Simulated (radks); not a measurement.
B+, 4 electrons, occupied as [He] 2s2. All-electron calculation, non-relativistic Kohn-Sham, PBE, spin-polarised, spherical densities, point nucleus. Program: a radial shooting solver on a logarithmic mesh with Libxc functionals.

Normalised radial functions P(r) = r R(r), r in bohr:

r	1s
0.01239	0.2428
0.01525	0.2947
0.01863	0.3539
0.02293	0.4264
0.02824	0.5112
0.03477	0.6092
0.0428	0.7206
0.05228	0.8396
0.06437	0.9735
0.07925	1.1136
0.09758	1.2528
0.1201	1.3814
0.1479	1.4862
0.1807	1.5507
0.2224	1.5649
0.2739	1.5126
0.3372	1.3880
0.4151	1.1961
0.5071	0.9652
0.6243	0.7060
0.7686	0.4618
0.9464	0.2648
1.165	0.1296
1.423	0.0543
1.752	0.0173
2.157	0.0041
2.656	0.0007
3.27	0.0001
3.994	0.0000
4.918	0.0000
6.055	0.0000

1s: eigenvalue -193.57 eV, 0 radial nodes, <r> = 0.329 bohr, 90 % of the charge inside 0.592 bohr.
